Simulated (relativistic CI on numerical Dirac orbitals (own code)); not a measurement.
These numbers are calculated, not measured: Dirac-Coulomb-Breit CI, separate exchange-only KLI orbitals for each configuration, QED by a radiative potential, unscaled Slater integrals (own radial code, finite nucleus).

CI space (outside the closed core [Ar] 3d10): 4s2 4p6 4d5, 4s2 4p5 4d6, 4s2 4p6 4d4 4f, 4s 4p6 4d6, 4s2 4p5 4d5 4f, 4s2 4p6 4d4 5s, 4s 4p6 4d5 4f, 4s2 4p6 4d4 5p, 4s2 4p6 4d3 4f 5s, 4s2 4p6 4d4 5d, 4s2 4p5 4d5 5s, 4s2 4p6 4d3 5s 5p, 4s2 4p6 4d4 5f, 4s2 4p6 4d4 6s, 4s2 4p6 4d4 5g, 4s2 4p6 4d4 6p, 4p6 4d6 4f, 4s2 4p6 4d4 6f, 4p6 4d7, 4p5 4d8, 4p5 4d7 4f, 4s2 4p6 4d3 5s2, 4s2 4p6 4d2 4f 5s2, 4s2 4p5 4d3 4f 5s2, 4s 4p6 4d3 4f 5s2. Double excitations out of closed p, d and f shells are left out; levels of such configurations are missing from the list, as are those of other unlisted configurations, and high levels can miss mixing partners. These lack a partner that the ground configuration has and come out too high: 4s2 4p5 4d5 5s.

At this charge energies of transitions that change n are usually good to better than 1 %, and those within a shell (Δn = 0) to a few per cent. Terms inside the open d or f shell come out 10 to 20 % too wide with unscaled integrals.

Outline of the computed level scheme of Eu XXIII. Lowest level of each configuration: 4s2 4p6 4d5 6S_5/2 at 0.000 eV; 4s2 4p5 4d6 6F°_11/2 at 122.431 eV.

Some strong electric-dipole decays among the lowest 45 levels: 4s2 4p5 4d6 6P°_5/2 → 4s2 4p6 4d5 6S_5/2 (3.1e+10 s⁻¹); 4s2 4p5 4d6 6P°_3/2 → 4s2 4p6 4d5 6S_5/2 (3.0e+10 s⁻¹); 4s2 4p5 4d6 4D°_7/2 → 4s2 4p6 4d5 6S_5/2 (9.9e+09 s⁻¹); 4s2 4p5 4d6 6F°_9/2 → 4s2 4p6 4d5 4G_11/2 (6.9e+08 s⁻¹).

LS names give the leading component of a level, which can be under half, so a name can repeat, a term be missing and a line seem to break the LS rules.
